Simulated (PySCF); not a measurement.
An excited-state job on `Cl[Si](Cl)(I)I` (SiI2Cl2).

Method: TDDFT PBE0/def2-SVPD, vertical, gas phase, core orbitals frozen in the response, def2 core potentials past Kr (PySCF 2.14.0, density-fitted response routines). Geometry: PBE0-D3(BJ)/def2-SVP. The command runs a driver script over a list of jobs; the input below is this job's line of settings and its coordinates in Å.

Command:
```bash
OMP_NUM_THREADS=1 python probes_run.py task.json out
```

Input:
```
{"job": {"kind": "uv", "xc": "PBE0", "basis": "def2-SVPD", "ip": true, "nstates": 10}, "charge": 0, "multiplicity": 1}
Si    -0.042315    -0.019777    -0.052988
I     -0.099529    -0.060076     2.370912
I      2.245213    -0.028802    -0.859295
Cl    -1.001803     1.656975    -0.732219
Cl    -1.026705    -1.658800    -0.788519
```

Output:
```
coarse grid: 35096 points
cycle   1  E = -1799.1120951337  dE = -5.738e+01  |g| = 4.758e+00  |ddm| = 1.491e+01
cycle   2  E = -1772.0505357808  dE =  2.706e+01  |g| = 7.432e+00  |ddm| = 2.002e+01
cycle   3  E = -1800.6840375774  dE = -2.863e+01  |g| = 2.957e+00  |ddm| = 1.772e+01
cycle   4  E = -1804.3373287928  dE = -3.653e+00  |g| = 1.109e+00  |ddm| = 7.014e+00
cycle   5  E = -1804.6656393835  dE = -3.283e-01  |g| = 3.557e-01  |ddm| = 1.913e+00
cycle   6  E = -1804.7121261766  dE = -4.649e-02  |g| = 1.220e-01  |ddm| = 9.026e-01
cycle   7  E = -1804.7140093986  dE = -1.883e-03  |g| = 9.060e-02  |ddm| = 3.183e-01
cycle   8  E = -1804.7166003422  dE = -2.591e-03  |g| = 2.080e-02  |ddm| = 1.632e-01
cycle   9  E = -1804.7167369189  dE = -1.366e-04  |g| = 4.395e-03  |ddm| = 3.591e-02
cycle  10  E = -1804.7167424717  dE = -5.553e-06  |g| = 1.385e-03  |ddm| = 8.608e-03
final grid: 63512 points
cycle  11  E = -1804.7167564343  dE =  2.277e-07  |g| = 1.632e-03  |ddm| = 4.566e-03
cycle  12  E = -1804.7167557446  dE =  6.896e-07  |g| = 2.178e-03  |ddm| = 5.696e-03
cycle  13  E = -1804.7167572897  dE = -1.545e-06  |g| = 2.922e-04  |ddm| = 3.444e-03
cycle  14  E = -1804.7167573158  dE = -2.611e-08  |g| = 2.990e-05  |ddm| = 4.634e-04
cycle  15  E = -1804.7167573161  dE = -2.838e-10  |g| = 1.842e-06  |ddm| = 4.427e-05
converged SCF energy = -1804.7167573161

Static polarisability (au): isotropic 122.005, principal 106.993 118.794 140.229

Singlet excitations
state   eV       nm        f      main configurations
  1   4.5017    275.4   0.01346   H->L 0.98
  2   4.6514    266.6   0.00000   H-1->L 0.99
  3   4.9160    252.2   0.00635   H-2->L 0.98
  4   5.1968    238.6   0.00970   H-3->L 0.96
  5   6.1356    202.1   0.05624   H-4->L 0.81, H->L+3 0.09, H-1->L+2 0.08
  6   6.1809    200.6   0.00520   H->L+1 0.93
  7   6.2306    199.0   0.00002   H->L+2 0.98
  8   6.3516    195.2   0.01000   H-1->L+1 0.69, H-5->L 0.28
  9   6.4003    193.7   0.00002   H-5->L 0.69, H-1->L+1 0.26
 10   6.4293    192.8   0.00001   H-1->L+2 0.52, H->L+3 0.45

Triplet excitations (Tamm-Dancoff, eV): 4.0651 4.2650 4.4849 4.7217
Vertical ionisation energy (delta-SCF) = 9.7661 eV
Vertical electron affinity (delta-SCF) = 0.7579 eV
```

The SCF starts on a coarse grid where the log names one; the energy can jump when the final grid takes over, and dE then counts from the start density on the new grid. H and L stand for HOMO and LUMO; the number after each pair is its weight.

Q: How does the lowest singlet excitation compare with the HOMO–LUMO gap?

A: HOMO -7.96 eV and LUMO -2.25 eV give a gap of 5.71 eV; S1 at 4.50 eV lies 1.21 eV below it.

Summary of the converged run: HOMO -7.96 eV, LUMO -2.25 eV; lowest singlet 4.50 eV; lowest triplet 4.07 eV (Tamm–Dancoff); mean polarisability 122.0 au.

Atoms past krypton carry effective core potentials; spin–orbit coupling is left out.

Q: Estimate the wall time. Hardware: one thread of an Arm Neoverse V2 (shared host). And the peak memory of the process?

A: About 56 s (density and orbital grids were written too), with 0.70 GiB resident at the peak, the Python interpreter and its libraries included.
Labels such as C1 count atoms from 1, the log's own numbers from 0.
